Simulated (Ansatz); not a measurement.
One change: `C#CB(F)F` becomes `FB(F)N[SiH3]`.

Ansatz, PBE0-D4/def2-TZVP geometries, multiplicity 1. Each molecule was computed in one conformer, which needn't be the lowest.

```json
{"property": "HOMO energy (PBE/def2-TZVPP) / eV", "`C#CB(F)F`": "-7.62"}
{"property": "HOMO–LUMO gap (PBE/def2-TZVPP) / eV", "`C#CB(F)F`": "5.17"}
{"property": "LUMO energy (PBE0/def2-TZVPP) / eV", "`C#CB(F)F`": "-1.50"}
{"property": "HOMO–LUMO gap (PBE0/def2-TZVPP) / eV", "`C#CB(F)F`": "7.42"}
{"property": "size of the dipole moment (ωB97M-V/def2-TZVPP) / D", "`C#CB(F)F`": "1.89"}
{"property": "HOMO–LUMO gap (B3LYP/def2-TZVPP) / eV", "`C#CB(F)F`": "6.92"}
```

Problem. What does the change do to each property? (Estimate.)

Solution. Computed: 
```csv
property,`FB(F)N[SiH3]`,shift
HOMO energy (PBE/def2-TZVPP) / eV,-7.12,0.50
HOMO–LUMO gap (PBE/def2-TZVPP) / eV,6.32,1.15
LUMO energy (PBE0/def2-TZVPP) / eV,0.02,1.52
HOMO–LUMO gap (PBE0/def2-TZVPP) / eV,8.54,1.12
size of the dipole moment (ωB97M-V/def2-TZVPP) / D,2.09,0.20
HOMO–LUMO gap (B3LYP/def2-TZVPP) / eV,8.05,1.13
```

With PBE0 the HOMO rises by 0.40 eV and the LUMO rises by 1.52 eV, so the gap widens by about 1.12 eV. PBE moves the HOMO by 0.50 eV and ωB97M-V by 0.39 eV. The zero-point energy changes by 61.2 kJ/mol with +9 modes. Dipoles are sizes alone; their direction can turn.

B3LYP here is the variant with VWN-RPA as its local correlation; programs differ in this.
